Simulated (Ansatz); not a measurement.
Stepwise reaction of `[SiH3][SiH]([SiH3])[SiH3]` with hydrogen, as a gas-phase model of exchange steps in deposition or etching. ΔE in kJ/mol; ΔG adds harmonic PBE0-D4 terms to CCSD(T)/CBS, at 1 bar.

Isolated molecules relaxed with PBE0-D4/def2-TZVP in Ansatz; ΔE leaves out vibrations. CCSD(T)/CBS adds triple-zeta CCSD(T) − MP2 to the extrapolated MP2 energy (def2 sets, frozen cores). This one scheme is used for every species. DFT in def2-TZVPP. B3LYP here is the variant with VWN-RPA as its local correlation; programs differ in this.

```json
{"step": "1", "reaction": "`[SiH3][SiH]([SiH3])[SiH3]` + H₂ → `[SiH3][SiH2][SiH3]` + SiH₄", "PBE-D4": "7.7", "B3LYP-D4": "-7.2", "ωB97M-V": "-11.4", "CCSD(T)/CBS": "-5.6", "ΔG(400 K)": "-6.1"}
{"step": "2", "reaction": "`[SiH3][SiH2][SiH3]` + H₂ → `[SiH3][SiH3]` + SiH₄", "PBE-D4": "1.4", "B3LYP-D4": "-13.8", "ωB97M-V": "-17.7", "CCSD(T)/CBS": "-12.2", "ΔG(400 K)": "-7.3"}
{"step": "3", "reaction": "`[SiH3][SiH3]` + H₂ → SiH₄ + SiH₄", "PBE-D4": "-4.7", "B3LYP-D4": "-20.2", "ωB97M-V": "-23.8", "CCSD(T)/CBS": "-18.6", "ΔG(400 K)": "-14.9"}
```

(1) By hand: ΔE of the 3 steps together at CCSD(T)/CBS.

Answers

(1) (-5.6) + (-12.2) + (-18.6) = -36.4 kJ/mol, or -12.1 kJ/mol a step.

In ΔE each step is lower than the one before. All are downhill at CCSD(T)/CBS. ΔG lies between -14.9 and -6.1 kJ/mol a step. PBE-D4 differs from CCSD(T)/CBS by 13.3 to 13.9 kJ/mol a step. Only this route is followed, and other bonds may react first. Isolated molecules leave out the surface, adducts and barriers. Largest T1 diagnostic: 0.014.
